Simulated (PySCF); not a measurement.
PySCF job for CH4BrGaO, SMILES C[O][GaH][Br], IEF-PCM-M06-2X/def2-SVP. Coordinates come from a TPSSh-D3(BJ)/def2-SVP optimisation. The structure was generated by enumeration; whether it is a known compound was not checked. The values are those of a single conformer.

```python
import numpy as np
from pyscf import gto, scf, dft
from pyscf.solvent import pcm

mol = gto.M(
    atom='''
    Ga   -0.84372405   -0.49865466   -0.00000000
    H    -2.38720559   -0.55556362    0.00000001
    Br    0.36627384    1.45854938    0.00000000
    O     0.11022698   -1.99478670   -0.00000000
    C     1.52067549   -2.10445752    0.00000000
    H     1.84540085   -2.66406588    0.89393913
    H     1.84540086   -2.66406589   -0.89393913
    H     2.02639637   -1.12219959   -0.00000001
    ''',
    basis='def2-SVP',
    charge=0,
    spin=0,
    max_memory=1600,
    verbose=3,
)
mf = dft.RKS(mol, xc='m06-2x').density_fit(auxbasis='def2-universal-jkfit')
mf.grids.level = 4
mf.conv_tol = 1e-9
mf.max_cycle = 100
mf.kernel()
res = {}
for name, eps in {'water': 78.355, 'methanol': 32.613, 'n-hexane': 1.8819}.items():
    s = mf.PCM()
    s.with_solvent.method, s.with_solvent.eps, s.with_solvent.lebedev_order = 'IEF-PCM', eps, 29
    s.kernel(mf.make_rdm1())
    res[name] = (s.e_tot, eps, s.dip_moment(), s.mo_energy, s.converged)
    print(f'{name}: electrostatic solvation free energy {(s.e_tot - mf.e_tot) * 627.509474:.3f} kcal/mol')
```

It prints:

```
converged SCF energy = -4614.15732694944

WARN: PCM is an experimental feature. It is still in testing.
Features and APIs may be changed in the future.

converged SCF energy = -4614.16500381816
Dipole moment(X, Y, Z, Debye): -0.41178, -0.73685, -0.00000
water: electrostatic solvation free energy -4.817 kcal/mol

WARN: PCM is an experimental feature. It is still in testing.
Features and APIs may be changed in the future.

converged SCF energy = -4614.1647772509
Dipole moment(X, Y, Z, Debye): -0.40484, -0.73278, -0.00000
methanol: electrostatic solvation free energy -4.675 kcal/mol

WARN: PCM is an experimental feature. It is still in testing.
Features and APIs may be changed in the future.

converged SCF energy = -4614.16006013717
Dipole moment(X, Y, Z, Debye): -0.25412, -0.62908, -0.00000
n-hexane: electrostatic solvation free energy -1.715 kcal/mol
```

Self-consistency was reached.
